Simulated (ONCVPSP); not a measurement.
# Configuration tests for B (ONCV)

- Element: B (Z = 5)
- Generator: ONCVPSP 4.0.1
- Type: optimised norm-conserving Vanderbilt (ONCV)
- Functional: PBE
- Relativity: scalar-relativistic
- Frozen core: [He]
- Valence charge: 3
- Reference configuration: 2s1 (charge +2)
- Partial waves: 2s: rc 1.00 bohr, ncon 3, nbas 7, qcut 6.2 1/bohr, 2 projectors, debl 4 Ha; p scattering state at 0.39 Ha: rc 1.05 bohr, ncon 4, nbas 7, qcut 7.3 1/bohr, 3 projectors, debl 3.7 Ha; d scattering state at 0.18 Ha: rc 0.80 bohr, ncon 4, nbas 8, qcut 13 1/bohr, 2 projectors, debl 3.8 Ha
- Local potential: polynomial inside 0.80 bohr (lpopt 5, dvloc0 -1 Ha)
- Core correction: Teter function, fcfact 2, rcfact 1.05

In the p channel the program set the typed energies aside and used 0.050, 3.750, 7.450 Ha.

Energies are relative to the spin-unpolarised reference configuration 2s1; without spin polarisation the order of configurations can differ from experiment.

```csv
valence configuration,charge,ΔE all-electron (eV),error AE − PS (meV)
2s2 2p1,0,-33.642,+121
2s2,+1,-25.422,+31
2s2 2p0.5,+0.5,-30.754,+85
2s1 2p2,0,-27.791,+207
```

Levels in the configuration 2s1 2p2:

| level | all-electron (eV) | pseudo (eV) |
| --- | --- | --- |
| 2s | -9.921 | -9.846 |
| 2p | -4.058 | -4.091 |

Note: no bound ghost flagged; GHOST(+) flagged for p at 22.6 eV.
